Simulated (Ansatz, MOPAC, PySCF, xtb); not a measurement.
Complex: HF (SMILES F) (first 2 atoms) with CH4S (SMILES CS); geometry from B3LYP-D3(BJ)/def2-TZVP, rigid monomers moved along the line of their centres of mass till H2···S4 is 1.95 Å.
(charge 0, multiplicity 1):
```xyz
8

F      0.31126     0.51763    -0.58608
H      0.47661     0.05955     0.22384
C      0.21547     1.21237     2.59811
S      0.61284    -0.49515     2.09025
H     -0.15170     1.23329     3.62102
H      1.14990     1.76699     2.54102
H     -0.50412     1.65922     1.91712
H     -0.63421    -0.99055     2.15742
```

Counterpoise-corrected where a basis set is named; no monomer relaxation. Rows marked so take none.

Rows in 6-31G* carry no dispersion term and start afresh at each structure (6-31G* with six Cartesian d functions). The state that AM1 reach isn't checked.

Codes used: Ansatz (Gaussian basis) for Hartree–Fock, density functionals and correlated methods; MOPAC for AM1 (differences of heats of formation); PySCF for 6-31G* rows, the dispersion terms; xtb for the GFN methods. Values without a source in brackets are computed.

Task: One of these levels gives -5.67 kcal/mol for the interaction energy. Which?
A) BP86/6-31G* (no counterpoise)
B) PBE-D3(BJ)/def2-TZVPPD
C) AM1
D) GFN1-xTB

Result: A, BP86/6-31G* (no counterpoise). The others give 2.55 (AM1), -11.38 (GFN1-xTB), -8.04 (PBE-D3(BJ)/def2-TZVPPD)

Ansatz is a quantum-chemistry and plane-wave program.
